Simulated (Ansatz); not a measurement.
Calculated with Ansatz (gas phase, PBE0-D4/def2-TZVP geometries, no zero-point term in ΔE). CCSD(T)/CBS adds triple-zeta CCSD(T) − MP2 to the extrapolated MP2 energy (def2 sets, frozen cores). Functionals use def2-TZVPP. B3LYP here is the variant with VWN-RPA as its local correlation; programs differ in this. HSE06 is defined as in plane-wave codes. def2 core potentials past Kr. For Se, Te outer-core shells are correlated without core-valence functions, which leaves a few kJ/mol of doubt a bond. Scalar relativity is left out up to krypton. Each species was taken in one conformer, which may not be the lowest.

Reaction (ligand exchange at the Al–Se bond): `C[Se][AlH2]` + `CB[TeH]` → `CB[Te][AlH2]` + `C[SeH]`

```csv
level,ΔE (kJ/mol),difference from CCSD(T)/CBS
LDA (SPW92),18.6,3.4
PBE-D4,16.7,1.5
revPBE-D4,17.1,1.9
BLYP-D4,19.3,4.1
r2SCAN-D4,18.0,2.8
PBE0-D4,13.8,-1.4
B3LYP-D4,16.7,1.5
r2SCANh-D4,16.7,1.5
r2SCAN0-D4,14.9,-0.3
HSE06-D4,13.7,-1.5
BHLYP-D4,13.4,-1.8
CAM-B3LYP-D4,17.2,2.0
ωB97X-V,15.3,0.1
ωB97M-V,16.3,1.1
B2PLYP,16.3,1.1
PBE-QIDH,12.5,-2.7
PBE,17.8,2.6
revPBE,17.7,2.5
BLYP,20.9,5.7
r2SCAN,18.3,3.1
PBE0,14.9,-0.3
B3LYP,18.3,3.1
r2SCANh,17.1,1.9
r2SCAN0,15.3,0.1
HSE06,14.8,-0.4
BHLYP,15.8,0.6
LC-ωPBE,15.1,-0.1
MP2/def2-SVP,12.7,-2.5
CCSD/def2-SVP,13.7,-1.5
CCSD(T)/def2-SVP,14.7,-0.5
HF/def2-TZVPP,12.3,-2.9
MP2/def2-TZVPP,11.5,-3.7
SCS-MP2/def2-TZVPP,13.0,-2.2
CCSD/def2-TZVPP,15.5,0.3
CCSD(T)/def2-TZVPP,15.8,0.6
MP2/def2-QZVPP,11.1,-4.1
SCS-MP2/def2-QZVPP,12.5,-2.7
HF/CBS(def2),12.2,-3.0
MP2/CBS(def2),10.9,-4.3
CCSD/CBS(def2),14.9,-0.3
CCSD(T)/CBS,15.2,0
```

(1) What do rigid-rotor, harmonic-oscillator terms from PBE0-D4/def2-TZVP frequencies (298.15 K, 1 bar) make of the CCSD(T)/CBS value? (An estimate is asked.)

Largest T1 diagnostic among the species: 0.013.

Results:

(1) Computed: ΔZPE = +0.7 kJ/mol, ΔH = +16.9 kJ/mol, ΔS = 2 J/(mol·K), ΔG = +16.2 kJ/mol.

From BLYP to BHLYP (50 % exact exchange), in def2-TZVPP and without D4, ΔE moves by −5.0 kJ/mol. Leaving LDA and LC-ωPBE aside and taking each functional with its dispersion term where it has one, the values, not all of them listed here, spread over 9.8 kJ/mol, from PBE-QIDH to B97M-V.
